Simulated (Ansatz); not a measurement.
A search over several starts for the lowest SCF solution of Te2Pt⁺ at the given spin, in a small basis.

```yaml
crystal:
  periodic: [false, false, false]
  atoms:
    - {symbol: Pt, position_ang: [-0.273256, -1.373897, -0.347865]}
    - {symbol: Te, position_ang: [-0.778526, 0.620336, 1.155812]}
    - {symbol: Te, position_ang: [1.051792, 0.753561, -0.807937]}
basis:
  gaussian: {orbitals: def2-SVP}
total_charge: 1
magnetization: {spin_polarized: true, initial_magnetization: 1}
hamiltonian: {xc: pbe0, dispersion: d4}
output: {orbitals: {seedname: orbitals}}
```

```sh
$ ansatz run in.yaml --threads 2 --pin off --events-out ev --progress --plain --max-ram 4352MiB
```

Output, abridged:

```
Functional definition: PBE0
992 factors; integrals over basis functions are off by at most 2.3e-4 eV
mean field evaluation 1: about -17812.1316 eV, gradient 4.9e1 eV
mean field evaluation 2: about -17462.2466 eV, gradient 2.2e2 eV
mean field evaluation 4: about -17826.0864 eV, gradient 1.4e1 eV
mean field evaluation 8: about -17827.1845 eV, gradient 5.9e-1 eV
mean field evaluation 16: about -17827.3204 eV, gradient 9.3e-3 eV
mean field evaluation 32: about -17827.8404 eV, gradient 1.5e-4 eV
mean field evaluation 64: about -17827.3117 eV, gradient 3.8e0 eV
mean field -17827.84044488 eV, -655.1610522051 hartree, gradient 1.3e-5 eV, S^2 0.754284; 6 other end points of the search recorded, 0 dependent functions left out
reference -17827.84046979 eV, -655.1610531205 hartree; 33, 32 occupied and 51, 52 virtual orbitals, 992 factors
Total energy: -17827.97357451 eV, -655.1659446288 hartree
```

Hardware: 2 threads of Arm Neoverse V2 on a shared host. Wall time 13 s.

In the def2 sets Pt, Te take a core potential; there is no spin–orbit coupling. The structure comes from a short search, and lower isomers may exist.
